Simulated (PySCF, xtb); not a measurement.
F₃Re, SMILES [F][Re]([F])[F] (connectivity only; charge and spin as stated), neutral, multiplicity 5.

Harmonic wavenumbers (cm⁻¹) from GFN2-xTB (xtb) at its own minimum, in rising order: 99, 171, 231, 477, 535, 553.

Problem. What does B3LYP-D3(BJ)/def2-TZVP (PySCF) give at its own minimum? (Estimate from the structure and the level; the computed values follow.)

Solution. 112, 149, 263, 621, 643, 677. Paired by order, the mean absolute difference is 74 cm⁻¹ and the zero-point energies are 3.0 and 3.5 kcal/mol.
